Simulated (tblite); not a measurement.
Species: C2H10O2Si3.
Structure used (GFN2-xTB), in Å, numbered top down from 1:
```
atom  x, y, z in Å
C1    -1.6868   -1.6067    1.0398
Si2   -0.9853    0.1519    0.8571
Si3   -1.7412    1.4460   -0.8979
O4     0.6633   -0.1602    0.5751
C5     1.3565    0.3918   -0.3960
O6     0.8778    1.1797   -1.1826
Si7    3.1660   -0.2371   -0.4089
H8    -1.7134   -2.1330    0.0885
H9    -1.0982   -2.2052    1.7302
H10   -2.7026   -1.5660    1.4191
H11   -0.8603    0.7437    2.1990
H12   -3.2063    1.5764   -0.7376
H13   -1.2272    2.8127   -0.8860
H14   -1.5612    0.8211   -2.2096
H15    3.1093   -1.6521   -0.7771
H16    3.6723   -0.0925    0.9543
H17    3.9305    0.5415   -1.3773
```

Method: GFN2-xTB as coded in tblite; computed harmonic values from a numerical Hessian at the method's own geometry, unscaled. The method is semi-empirical: single wavenumbers can be off by several per cent or more. Modes of hydrogen on silicon can be 10 to 20 % off. One conformer, not necessarily the lowest.

Harmonic wavenumbers (cm⁻¹): 31.7, 52.5, 65.9, 91.9, 117.9, 120.0, 164.3, 210.2, 249.5, 261.8, 402.7, 416.6, 451.5, 484.3, 519.2, 539.7, 593.4, 620.2, 651.4, 687.7, 746.5, 750.8, 754.4, 762.6, 771.1, 803.1, 821.2, 834.0, 844.1, 857.2, 1201.0, 1368.8, 1481.5, 1487.5, 1689.3, 2120.1, 2165.4, 2241.3, 2274.2, 2276.9, 2293.0, 2317.6, 3022.4, 3027.8, 3053.8.

A = 2202, B = 894.2, C = 680.7 MHz; mass 149.999 u (most abundant isotopes); point group C1, symmetry number 1.

Problem. What is the zero-point energy?

Solution. Half the sum of the wavenumbers: 23349 cm⁻¹ = 66.76 kcal/mol.

Problem. What is S at 273.15 K and 1 bar for an ideal gas of classical rigid rotors and harmonic oscillators?

Solution. Translation 40.52, rotation 29.60, vibration 37.62: S = 107.7 cal/(mol K).

Problem. And Cp and H(273.15 K) − H(0)?

Solution. Cp = 43.30 cal/(mol K), of which vibrations give 35.35 (their classical limit is 45 R = 89.4); H(273.15 K) − H(0) = 7.34 kcal/mol without the zero-point energy, 5.17 from vibrations.

Problem. What must be added to the electronic energy to get the Gibbs energy at 273.15 K and 1 bar?

Solution. ZPE + [H(273.15 K) − H(0)] − T·S = 66.76 + 7.34 − 29.43 = 44.67 kcal/mol.

Problem. Blend soft modes into free rotors: weight 1/[1 + (100 cm⁻¹/ν̃)⁴] for the oscillator and the rest for a rotor with moment μB/(μ + B), μ = h/(8π²ν), B = 10⁻⁴⁴ kg m². What vibrational entropy results?

Solution. 33.60 cal/(mol K) in place of 37.62, which changes −T·S at 273.15 K by +1.10 kcal/mol.

Problem. How do the functions run with temperature in this model?

Solution. 
```json
{"T (K)": "150", "S (cal/(mol K))": "86.4", "Cp (cal/(mol K))": "28.8", "H − H(0) (kcal/mol)": "2.87", "G − H(0) (kcal/mol)": "-10.09", "ln q(vib)": "4.97"}
{"T (K)": "250", "S (cal/(mol K))": "104.0", "Cp (cal/(mol K))": "40.8", "H − H(0) (kcal/mol)": "6.36", "G − H(0) (kcal/mol)": "-19.64", "ln q(vib)": "8.60"}
{"T (K)": "298.15", "S (cal/(mol K))": "111.6", "Cp (cal/(mol K))": "45.8", "H − H(0) (kcal/mol)": "8.45", "G − H(0) (kcal/mol)": "-24.83", "ln q(vib)": "10.28"}
{"T (K)": "400", "S (cal/(mol K))": "126.4", "Cp (cal/(mol K))": "54.3", "H − H(0) (kcal/mol)": "13.57", "G − H(0) (kcal/mol)": "-36.97", "ln q(vib)": "13.70"}
{"T (K)": "600", "S (cal/(mol K))": "150.7", "Cp (cal/(mol K))": "65.8", "H − H(0) (kcal/mol)": "25.67", "G − H(0) (kcal/mol)": "-64.76", "ln q(vib)": "19.88"}
{"T (K)": "900", "S (cal/(mol K))": "179.6", "Cp (cal/(mol K))": "76.6", "H − H(0) (kcal/mol)": "47.18", "G − H(0) (kcal/mol)": "-114.50", "ln q(vib)": "27.97"}
```

q(vib) and H(0) count from the zero-point level.

Hindered rotation and anharmonicity are outside this model. Other conformers, if any are populated, would add a mixing term that is left out. The structure is chiral; the term R ln 2 for an equal mix with its mirror image is left out.
